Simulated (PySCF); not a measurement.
Gas-phase reaction: 3 SnO + 3 F2O = 3 SnF2 + 2 O3, at 1600 K and a standard pressure of 1 bar. Level: PBE/def2-SVP.

Method: PySCF energies plus ideal-gas RRHO corrections (1 bar). All species are closed-shell singlets. Sn: scalar-relativistic def2 core potential, no spin-orbit coupling. The harmonic model lacks anharmonicity and excited electronic states, which grow with temperature; levels with a mode under 35 cm⁻¹ are left out. Strong static correlation: O3.

```csv
species,E (Ha),H(1600 K) − E (kJ/mol),S°(1600 K) (J/mol/K)
SnO,-289.37706,60.4,291.8
F2O,-274.19668,94.7,335.9
SnF2,-413.71451,93.8,376.1
O3,-225.04449,96.0,321.4
```
E: electronic energy; H − E holds the zero-point and thermal terms. 1 Ha = 2625.5 kJ/mol.

Q: Work out ΔH°, ΔS°, ΔG° and log10 K from these numbers.

A: 1. ΔE = 3×(-413.71451) + 2×(-225.04449) − 3×(-289.37706) − 3×(-274.19668) = -0.51129 Ha = -1342.4 kJ.
2. Δ(H − E) = 3×(93.8) + 2×(96.0) − 3×(60.4) − 3×(94.7) = 8.1 kJ, so ΔH° = -1334.3 kJ.
3. ΔS° = 3×(376.1) + 2×(321.4) − 3×(291.8) − 3×(335.9) = -112.0 J/K; the number of gas molecules changes by -1.
4. ΔG° = ΔH° − TΔS° = -1334.3 − 1600×(-112.0)/1000 = -1155.1 kJ.
5. log10 K = −ΔG°/(RT ln 10) = 37.71, with RT ln 10 = 30.63 kJ/mol; at standard pressures the products are favoured.
6. A shift of 10 kJ in ΔE would move log10 K by 0.33 here.
For scale, ΔH°(298 K) is -1337 kJ at this level, -1396 kJ at ωB97M-V/def2-TZVP†, and runs from -1452 to -1238 kJ over the 18 levels computed († marks an energy on the PBE0/def2-TZVP geometry).
